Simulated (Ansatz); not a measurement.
Consider the redistribution: `OC([SiH3])[SiH2]Cl` + `C=[CH][SnH3]` → `C=C[SiH2]Cl` + `O[CH]([SiH3])[SnH3]`.

Program: Ansatz. Geometries: PBE0-D4/def2-TZVP. ΔE: electronic, gas phase. CBS: MP2 limit from def2 TZ/QZ plus the TZ coupled-cluster correction, frozen cores. Functionals use def2-TZVPP. B3LYP here is the variant with VWN-RPA as its local correlation; programs differ in this. def2 core potentials past Kr. For Sn outer-core shells are correlated without core-valence functions, which leaves a few kJ/mol of doubt a bond. One conformer a species, not always the lowest.

```csv
level,ΔE (kJ/mol)
ωB97M-V,1.7
B3LYP,-2.9
MP2/def2-TZVPP,0.0
CCSD(T)/def2-TZVPP,0.9
```

Problem. What does CCSD(T)/CBS give? (Best estimate.)

Solution. Ansatz gave: -2.0 kJ/mol. The listed levels differ from it by 3.7, -0.9, 2.0, 2.9 kJ/mol.

Largest T1 diagnostic among the species: 0.013.
